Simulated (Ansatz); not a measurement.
C2H7B2F, SMILES `BC(B)CF` at its PBE0-D4/def2-TZVP geometry, where that method's forces vanish. The species carries charge 0 and has multiplicity 1.

```csv
atom,x (Å),y (Å),z (Å)
B1,0.987,-0.886,-0.784
C2,-0.132,-0.270,0.097
B3,0.527,0.205,1.418
C4,-1.057,0.699,-0.591
F5,-2.076,1.089,0.267
H6,1.131,-0.540,-1.922
H7,1.707,-1.727,-0.335
H8,-0.645,-1.215,0.375
H9,1.001,-0.594,2.170
H10,0.603,1.372,1.670
H11,-0.515,1.602,-0.889
H12,-1.532,0.265,-1.475
```

Task: For each bond, give half the difference of the two atoms' forces along it (eV/Å; positive pushes the atoms apart) under PBE-D4, r2SCAN-D4, B3LYP-D4, ωB97M-V in def2-TZVPP. (Estimate.)

Result: Computed: 
| bond | length (Å) | PBE-D4 | r2SCAN-D4 | B3LYP-D4 | ωB97M-V |
| --- | --- | --- | --- | --- | --- |
| B1–C2 | 1.552 | -0.02 | 0.02 | 0.06 | 0.08 |
| B1–H6 | 1.198 | 0.09 | -0.03 | -0.13 | -0.14 |
| B1–H7 | 1.195 | 0.03 | -0.05 | -0.11 | -0.12 |
| C2–B3 | 1.551 | -0.02 | 0.01 | 0.07 | 0.07 |
| C2–C4 | 1.506 | -0.06 | 0.05 | 0.14 | 0.12 |
| C2–H8 | 1.111 | 0.18 | -0.01 | -0.09 | -0.11 |
| B3–H9 | 1.195 | 0.03 | -0.05 | -0.11 | -0.11 |
| B3–H10 | 1.196 | 0.08 | -0.03 | -0.13 | -0.13 |
| C4–F5 | 1.388 | 0.52 | 0.35 | 0.41 | 0.27 |
| C4–H11 | 1.094 | 0.08 | -0.07 | -0.13 | -0.14 |
| C4–H12 | 1.094 | 0.07 | -0.08 | -0.15 | -0.14 |

B3LYP here is the variant with VWN-RPA as its local correlation; programs differ in this.
